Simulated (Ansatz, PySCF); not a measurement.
Here is a job for PySCF.
```python
from pyscf import gto, scf, dft

mol = gto.M(
    atom='''
F    -1.57687192   -0.88397762    0.67596973
B    -0.85633163   -0.05002954   -0.04294302
F    -1.59357022    0.69875058   -0.83495995
B     0.85633163    0.05002954    0.04294302
F     1.66879536   -0.66020456   -0.71002010
F     1.50164678    0.84543160    0.86901032
''',
    basis='6-311g**',
    verbose=4,
)

mf = dft.RKS(mol)
mf.xc = 'pbe'
mf.grids.atom_grid = (99, 590)
mf.grids.prune = None
mf.kernel()
```

Question: Write the same job for Ansatz (a quantum-chemistry and plane-wave program).

Answer: This is not unique; one that fits is 
Ansatz 0.2 input:
```yaml
crystal:
  periodic: [false, false, false]
  atoms:
    - {symbol: F, position_ang: [-1.57687192, -0.88397762, 0.67596973]}
    - {symbol: B, position_ang: [-0.85633163, -0.05002954, -0.04294302]}
    - {symbol: F, position_ang: [-1.59357022, 0.69875058, -0.83495995]}
    - {symbol: B, position_ang: [0.85633163, 0.05002954, 0.04294302]}
    - {symbol: F, position_ang: [1.66879536, -0.66020456, -0.71002010]}
    - {symbol: F, position_ang: [1.50164678, 0.84543160, 0.86901032]}
basis:
  gaussian:
    orbitals: 6-311G__.json
hamiltonian:
  xc: pbe
accuracy: high
```
The basis file holds 6-311G** in the JSON format of the Basis Set Exchange.

Both were run: PySCF gave -448.962617 Eh and Ansatz -448.962617 Eh, 0.000 mEh apart.
